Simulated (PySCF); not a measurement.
C3H7OPSi.
SMILES with atom numbers: `[PH2:1][SiH2:2][C:3]1=[CH:4][O:5][CH2:6]1` (hydrogens: H7, H8 on P1; H9, H10 on Si2; H11 on C4; H12, H13 on C6)

Jobs on this species (13 atoms, 62 electrons) with PySCF (density fitting). Hardware of each: Arm Neoverse V1, one thread (shared host). The host was shared with other jobs, so the times are rough. Peak memory is the resident size of the whole Python process, interpreter and libraries included.

```json
{"level and settings": "KT3/pcSseg-1", "work": "shieldings, ring-centre shieldings", "basis functions": "151", "SCF cycles": "?", "wall time": "?", "peak memory": "?"}
{"level and settings": "CAM-B3LYP/def2-SVPD", "work": "10 singlets by full TDDFT, 4 Tamm–Dancoff triplets, polarisability, ΔSCF ions", "basis functions": "187", "SCF cycles": "13", "wall time": "2.6 min", "peak memory": "0.98 GiB"}
{"level and settings": "PBE0/aug-cc-pVDZ", "work": "shieldings, ring-centre shieldings, charges and field gradients", "basis functions": "209", "SCF cycles": "14", "wall time": "34 s", "peak memory": "0.93 GiB"}
{"level and settings": "BLYP/pcSseg-1", "work": "shieldings, ring-centre shieldings", "basis functions": "151", "SCF cycles": "15", "wall time": "21 s", "peak memory": "0.78 GiB"}
{"level and settings": "PBE0/STO-3G", "work": "shieldings, ring-centre shieldings, charges and field gradients", "basis functions": "45", "SCF cycles": "13", "wall time": "3.9 s", "peak memory": "0.39 GiB"}
{"level and settings": "wB97X-D/def2-SVPD", "work": "10 singlets by full TDDFT, 4 Tamm–Dancoff triplets, polarisability, ΔSCF ions", "basis functions": "187", "SCF cycles": "14", "wall time": "1.9 min", "peak memory": "0.91 GiB"}
{"level and settings": "LC-wPBE/pcSseg-1", "work": "shieldings, ring-centre shieldings", "basis functions": "151", "SCF cycles": "14", "wall time": "26 s", "peak memory": "0.78 GiB"}
{"level and settings": "LDA/pcSseg-1", "work": "shieldings, ring-centre shieldings", "basis functions": "151", "SCF cycles": "15", "wall time": "18 s", "peak memory": "0.71 GiB"}
{"level and settings": "CAM-B3LYP/pcSseg-1", "work": "shieldings, ring-centre shieldings", "basis functions": "151", "SCF cycles": "13", "wall time": "19 s", "peak memory": "0.89 GiB"}
```

**Question.** Fill in the missing figures.

**Answer.** 
- KT3/pcSseg-1; shieldings, ring-centre shieldings: 22 s, 0.79 GiB, 16 SCF cycles

**Question.** What do all jobs in the table cost together?

**Answer.** About 6.9 min; the longest takes about 38 % of that, and about 40 times as long as the shortest.
